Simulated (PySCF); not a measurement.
A calculated (LDA, PySCF 2.14, x2c-QZVPPall, scalar relativity by spin-free X2C-1e) atom or ion has these occupied shells.

| shell | electrons | orbital energy (eV) | rms radius, mean of both spins (bohr) |
| --- | --- | --- | --- |
| 1s | 2 | -191.71 | 0.387 |
| 2s | 2 | -19.413 | 1.95 |

Q: Name the element and its charge.

A: B⁺ (boron, charge +1), in [He] 2s2, closed-shell 1S.
